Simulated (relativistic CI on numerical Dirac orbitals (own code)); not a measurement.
Electric-dipole transitions in La V

These numbers are calculated, not measured: Dirac-Coulomb-Breit CI, KLI orbitals optimised for each configuration, a model potential for QED, valence Slater integrals scaled by 0.85, P86 correlation estimate, and configurations built on the next ion tied to the tabulated ionisation energy (semi-empirical) (own radial code, finite nucleus).

CI space (outside the closed core [Kr] 4d10): 5s²5p⁵, 5s²5p⁴5d, 5s²5p⁴6s, 5s²5p⁴6p, 5s²5p⁴6d, 5s²5p⁴7s, 5s²5p⁴5f, 5s²5p⁴6f, 5s5p⁶, 5s²5p³4f², 5s²5p⁴4f, 5s²5p³5d², 5s5p⁵5d, 5s²5p⁴5g, 5s²5p³4f5d, 5p⁵4f², 5s5p⁵5f, 5s5p⁵4f, 5s²5p³5f², 5p⁵5d², 5s5p⁵5g, 5s5p⁴4f², 5s²5p³4f5f, 5s²5p⁴7p. Levels of other configurations are missing.

```
λ vac (nm)                 Lower                   Upper   A (s⁻¹)  log gf  S velocity/length
    38.618     5s²5p⁵ ²P°3/2 [1]     5s²5p⁴6s ²D5/2 [67]  4.00e+09   -0.27               0.79
    40.258     5s²5p⁵ ²P°3/2 [1]     5s²5p⁴6s ⁴P3/2 [64]  4.58e+09   -0.35               0.79
    40.576     5s²5p⁵ ²P°3/2 [1]     5s²5p⁴5d ²S1/2 [63]  3.24e+10    0.20               0.81
    41.455     5s²5p⁵ ²P°3/2 [1]     5s²5p⁴6s ⁴P1/2 [62]  8.90e+09   -0.34               0.81
    41.918     5s²5p⁵ ²P°1/2 [2]     5s²5p⁴6s ²D3/2 [68]  1.20e+10    0.10               0.81
    42.476     5s²5p⁵ ²P°3/2 [1]     5s²5p⁴5d ²P1/2 [61]  4.55e+10    0.39               0.89
    42.749     5s²5p⁵ ²P°3/2 [1]     5s²5p⁴5d ²D5/2 [60]  3.94e+09   -0.19               0.91
    42.969     5s²5p⁵ ²P°1/2 [2]     5s²5p⁴5d ²D3/2 [66]  5.90e+10    0.82               0.92
    43.004     5s²5p⁵ ²P°3/2 [1]     5s²5p⁴5d ²D5/2 [59]  6.67e+10    1.05               0.92
    43.055     5s²5p⁵ ²P°3/2 [1]     5s²5p⁴6s ²P3/2 [58]  4.63e+10    0.71               0.86
    43.277     5s²5p⁵ ²P°1/2 [2]     5s²5p⁴6s ²P1/2 [65]  2.65e+10    0.17               0.81
    43.477     5s²5p⁵ ²P°3/2 [1]     5s²5p⁴5d ²P3/2 [57]  1.38e+10    0.19               1.01
    44.425     5s²5p⁵ ²P°1/2 [2]     5s²5p⁴5d ²S1/2 [63]  3.21e+10    0.28               0.86
    45.301     5s²5p⁵ ²P°3/2 [1]     5s²5p⁴5d ²D3/2 [55]  7.25e+09   -0.05               0.95
    46.712     5s²5p⁵ ²P°1/2 [2]     5s²5p⁴5d ²P1/2 [61]  1.14e+10   -0.13               0.98
    50.152     5s²5p⁵ ²P°1/2 [2]     5s²5p⁴5d ²D3/2 [55]  4.06e+09   -0.21               0.92
    54.268     5s²5p⁵ ²P°3/2 [1]     5s²5p⁴5d ⁴F3/2 [42]  1.02e+09   -0.75               0.93
    54.554     5s²5p⁵ ²P°3/2 [1]     5s²5p⁴5d ⁴F5/2 [41]  7.32e+08   -0.71               0.91
    61.581   5s²5p⁴5d ⁴F9/2 [33]  5s²5p⁴5f ⁴G°11/2 [257]  6.02e+09    0.61               0.85
    62.944   5s²5p⁴5d ²F7/2 [37]   5s²5p⁴5f ²G°9/2 [256]  5.48e+09    0.51               0.86
    91.176   5s²5p⁴5d ⁴D7/2 [28]    5s²5p⁴6p ⁴D°7/2 [73]  6.17e+08   -0.21               0.67
    94.972   5s²5p⁴5d ⁴D5/2 [26]    5s²5p⁴6p ⁴P°5/2 [70]  8.58e+08   -0.16               0.64
    95.316   5s²5p⁴5d ²G9/2 [51]   5s²5p⁴6p ²F°7/2 [105]  2.06e+09    0.35               0.66
    95.832   5s²5p⁴5d ⁴D7/2 [28]    5s²5p⁴6p ⁴P°5/2 [70]  8.26e+08   -0.17               0.66
    95.981   5s²5p⁴5d ⁴F7/2 [45]    5s²5p⁴6p ⁴D°5/2 [87]  1.99e+09    0.22               0.67
    96.773   5s²5p⁴5d ⁴F9/2 [33]    5s²5p⁴6p ⁴D°7/2 [73]  2.05e+09    0.36               0.66
    97.426   5s²5p⁴5d ⁴F5/2 [41]    5s²5p⁴6p ⁴D°3/2 [80]  1.59e+09   -0.04               0.65
    98.700   5s²5p⁴5d ²G7/2 [50]    5s²5p⁴6p ²F°5/2 [92]  1.80e+09    0.20               0.62
    100.69   5s²5p⁴5d ²F7/2 [37]    5s²5p⁴6p ²D°5/2 [72]  1.23e+09    0.05               0.62
    102.55   5s²5p⁴5d ²F7/2 [54]   5s²5p⁴6p ²D°5/2 [115]  1.38e+09    0.12               0.61
    157.25  5s²5p⁴6p ⁴P°3/2 [69]    5s²5p⁴6d ⁴D3/2 [238]  1.42e+09    0.32               0.88
    163.61  5s²5p⁴6p ²D°5/2 [72]    5s²5p⁴6d ²F7/2 [270]  4.22e+08    0.13               0.88
    169.89  5s²5p⁴6p ⁴D°7/2 [73]    5s²5p⁴6d ⁴F9/2 [253]  1.51e+09    0.82               0.87
    210.90   5s²5p⁴6s ²P3/2 [58]    5s²5p⁴6p ²P°3/2 [74]  5.72e+08    0.18               0.71
    211.93   5s²5p⁴6s ²D5/2 [67]   5s²5p⁴6p ²D°5/2 [115]  5.14e+08    0.32               0.90
    220.97   5s²5p⁴6s ⁴P5/2 [56]    5s²5p⁴6p ⁴D°7/2 [73]  6.48e+08    0.58               0.93
    222.48   5s²5p⁴6s ²D3/2 [68]   5s²5p⁴6p ²D°3/2 [114]  5.75e+08    0.23               0.91
    223.60   5s²5p⁴6s ⁴P1/2 [62]    5s²5p⁴6p ⁴D°3/2 [80]  4.97e+08    0.17               0.92
    226.19   5s²5p⁴6s ⁴P3/2 [64]    5s²5p⁴6p ⁴D°5/2 [87]  5.98e+08    0.44               0.95
    231.97   5s²5p⁴6s ²D5/2 [67]   5s²5p⁴6p ²F°7/2 [105]  5.63e+08    0.56               0.96
    238.32   5s²5p⁴6s ²D5/2 [67]   5s²5p⁴6p ²P°3/2 [102]  3.91e+08    0.12               0.81
    250.05   5s²5p⁴6s ²P3/2 [58]    5s²5p⁴6p ²D°5/2 [72]  2.34e+08    0.12               1.02
    250.46   5s²5p⁴6s ⁴P5/2 [56]    5s²5p⁴6p ⁴P°5/2 [70]  3.53e+08    0.30               0.94
    256.91   5s²5p⁴6s ⁴P5/2 [56]    5s²5p⁴6p ⁴P°3/2 [69]  3.29e+08    0.12               0.92
    266.84   5s²5p⁴6s ²D3/2 [68]    5s²5p⁴6p ²F°5/2 [92]  2.70e+08    0.24               0.97
```

Terms are leading LS components. Brackets give the number of a level in order of energy, since labels repeat. The list gives strong lines, with weight on those to low levels, without configurations that were not tied to measured data, among the lowest 300 of 2185 levels, so that lines to higher ones, which can be the strongest, are missing. Levels whose partners in the same complex of configurations lie outside the list can be far off, and so can their lines. Rates are taken at the computed energies, electric ones in the length gauge. A velocity-to-length ratio far from 1 marks an uncertain rate.

Configurations that consist of the next ion and one excited electron were tied to the tabulated ionisation energy; Rydberg ones are usually within 1,000 to 3,000 cm⁻¹ and the lowest ones within about 6,000 (9,000 in d shells), while levels on excited terms of the next ion carry the error of that term, and the other configurations can be misplaced by 10,000 cm⁻¹ or more. Rates follow the energies as ν³ (E1, M1) or ν⁵ (E2), so rates, branching and lifetimes can be off by large factors. Levels and lines within the n = 5 or 6 shells can be off by up to 10 % or somewhat more, and those that change n by about 2 %, since core polarisation is missing. 8 of the 23 excited levels that our extract of the measured tables holds in this range could be paired (the sources list more); they are missed by 4032 cm⁻¹ on average and 6369 at most, and levels without a partner can miss by more. Some levels of the ground configuration have no partner and can miss by 10 % or more. Levels that differ in their count of f electrons can be misplaced by several ten thousand cm⁻¹, since the correlation energy of f electrons is missing or only estimated; rates across such gaps can be off by orders of magnitude.

LS names give the leading component of a level, which can be under half, so a name can repeat, a term be missing and a line seem to break the LS rules.
